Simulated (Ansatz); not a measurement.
Stepwise reaction of `C[O][GeH2][O]C` with hydrogen chloride, as a gas-phase model of exchange steps in deposition or etching. ΔE in kJ/mol; ΔG adds harmonic PBE0-D4 terms to CCSD(T)/CBS, at 1 bar.

Gas-phase electronic energies from Ansatz, PBE0-D4/def2-TZVP geometries. CCSD(T)/CBS adds triple-zeta CCSD(T) − MP2 to the extrapolated MP2 energy (def2 sets, frozen cores). This one scheme is used for every species. DFT in def2-TZVPP. B3LYP here is the variant with VWN-RPA as its local correlation; programs differ in this. For Ge outer-core shells are correlated without core-valence functions, which leaves a few kJ/mol of doubt a bond. Scalar relativity is left out up to krypton. One conformer a species, not always the lowest.

```csv
step,reaction,PBE-D4,B3LYP-D4,ωB97M-V,CCSD(T)/CBS,ΔG(400 K)
1,`C[O][GeH2][O]C` + HCl → `C[O][GeH2][Cl]` + CH₃OH,-34.1,-30.8,-32.2,-29.3,-33.7
2,`C[O][GeH2][Cl]` + HCl → `[Cl][GeH2][Cl]` + CH₃OH,-49.0,-45.9,-46.7,-42.7,-33.5
```

(1) By hand: ΔE of the 2 steps together at CCSD(T)/CBS.

Results:

(1) (-29.3) + (-42.7) = -72.0 kJ/mol, or -36.0 kJ/mol a step.

In ΔE each step is lower than the one before. All are downhill at CCSD(T)/CBS. ΔG lies between -33.7 and -33.5 kJ/mol a step. PBE-D4 differs from CCSD(T)/CBS by -6.3 to -4.8 kJ/mol a step. Only this route is followed, and other bonds may react first. Isolated molecules leave out the surface, adducts and barriers. Largest T1 diagnostic: 0.012.
